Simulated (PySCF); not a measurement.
# Electronic structure of Si (silicon, neutral) at the PBE level

Configuration: [Ne] 3s2 3p1 3d1, one real determinant (an excited configuration). Calculation: PySCF 2.14, in dyall-av3z; the non-relativistic Hamiltonian (point nucleus).

| Quantity | Value |
| --- | --- |
| Total energy | -289.0049 hartree |
| One-electron energy | -398.6395 hartree |
| Hartree (Coulomb) energy | 130.1575 hartree |
| Exchange-correlation energy | -20.5229 hartree |
| Kinetic energy | 288.64567 hartree |
| ⟨S²⟩ | 2.0029 |
| ⟨L²⟩ | 8.010 |
| Sum of ⟨r⟩ | 16.29 bohr |
| Sum of ⟨r²⟩ | 48.62 bohr² |
| Traceless quadrupole moment −½Σ⟨3z² − r²⟩ along its main axis | 5.02 e·bohr² |
| Density at the nucleus (Gaussians lack the cusp) | 1760 bohr⁻³ |
| Spin density at the nucleus | -0.182 bohr⁻³ |
| Langevin diamagnetic susceptibility | -38.5 ×10⁻⁶ cm³/mol |

| shell | electrons | mean orbital energy (eV) | spread (eV) | rms radius, mean of both spins (bohr) |
| --- | --- | --- | --- | --- |
| 1s α | 1 | -1785.2 | 0 | 0.130 |
| 1s β | 1 | -1785.1 | 0 | 0.130 |
| 2s α | 1 | -142.62 | 0 | 0.623 |
| 2s β | 1 | -142.53 | 0 | 0.623 |
| 2p α | 3 | -99.402 | 0.194 | 0.604 |
| 2p β | 3 | -99.278 | 0.413 | 0.604 |
| 3s α | 1 | -13.692 | 0 | 2.25 |
| 3s β | 1 | -12.632 | 0 | 2.25 |
| 3p α | 1 | -6.810 | 0 | 2.76 |
| 3d α | 1 | -0.162 | 0 | 5.28 |

⟨L²⟩ = 8.01 against 12 for a pure F term, so this real determinant mixes terms. The outer electron is Rydberg-like, and this basis confines it to a smaller radius and binds it less than a complete one would.
